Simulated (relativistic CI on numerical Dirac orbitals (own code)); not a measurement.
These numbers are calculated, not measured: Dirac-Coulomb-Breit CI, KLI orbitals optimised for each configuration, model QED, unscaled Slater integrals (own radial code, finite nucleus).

Configurations in the expansion (outside the closed core 1s2): 2s2, 2s 2p, 2p2, 2p 3s, 2p 3p, 2s 3s, 2s 3p, 2s 3d, 2s 4s, 2s 4p, 2s 4d, 2s 4f, 2s 5s, 3s2, 2s 5p, 2s 5d, 2s 5f, 2s 5g, 3s 3p, 3p2. Levels of other configurations are missing.

At this charge energies of transitions that change n are usually good to better than 1 %, and those within a shell (Δn = 0) to a few per cent.

Outline of the computed level scheme of Eu LX. Lowest level of each configuration: 2s2 1S_0 at 0.0 eV; 2s 2p 3P°_0 at 131.6 eV; 2p2 3P_0 at 377.5 eV; 2s 3s 3S_1 at 7615.8 eV; 2s 3p 3P°_0 at 7679.2 eV; 2p 3s 3P°_0 at 7781.8 eV; 2p 3p 3D_1 at 7819.7 eV; 2s 3d 3D_1 at 7920.7 eV; 2s 4s 3S_1 at 10230.6 eV.

Some strong electric-dipole decays among the lowest 36 levels: 2s 3d 3D_3 → 2s 2p 3P°_2 (8.9e+14 s⁻¹); 2s 3d 3D_2 → 2s 2p 3P°_1 (8.1e+14 s⁻¹); 2s 3d 1D_2 → 2s 2p 1P°_1 (7.5e+14 s⁻¹); 2s 3d 3D_1 → 2s 2p 3P°_0 (4.8e+14 s⁻¹); 2p 3p 3P_0 → 2s 2p 3P°_1 (3.7e+14 s⁻¹); 2s 3p 1P°_1 → 2s2 1S_0 (3.5e+14 s⁻¹); 2p 3p 3D_1 → 2s 2p 3P°_1 (2.9e+14 s⁻¹); 2p 3p 1S_0 → 2s 2p 1P°_1 (2.8e+14 s⁻¹).

LS names give the leading component of a level, which can be under half, so a name can repeat, a term be missing and a line seem to break the LS rules.
